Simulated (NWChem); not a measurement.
Molecule: CH3FN2OSi; SMILES N#CO[Si@H](N)F

```xyz
9

N      0.6465     2.9111     0.2837
C      0.0956     1.8891     0.2626
O     -0.5514     0.7854     0.2599
Si    -0.1208    -0.6916    -0.4773
N     -1.1543    -1.8657     0.1387
F      1.4245    -0.8621    -0.0513
H     -0.2228    -0.5886    -1.9428
H     -1.2903    -2.0522     1.1248
H     -1.6723    -2.4924    -0.4634
```
Atoms are numbered in this order, from 1.

All runs: NWChem. STO-3G and 3-21G are far too small for this property and stand as cheap habits. All runs use the structure optimised with PBE0/def2-SVP. GIAO values for the isolated, static molecule; σ is the absolute isotropic shielding, δ = σ(reference) − σ with the isolated reference molecule computed at the same levels (13C: tetramethylsilane, 1H: tetramethylsilane, 15N: ammonia, 17O: water).

Estimate the computed values for Hartree-Fock/STO-3G. Quantities: δ N1 (ppm); δ C2 (ppm); δ O3 (ppm); δ N5 (ppm); δ H7 (ppm); δ H8 (ppm); δ H9 (ppm).


- δ N1 (ppm): 168.3
- δ C2 (ppm): 102.1
- δ O3 (ppm): -52.5
- δ N5 (ppm): -45.6
- δ H7 (ppm): 3.00
- δ H8 (ppm): -0.37
- δ H9 (ppm): -0.54
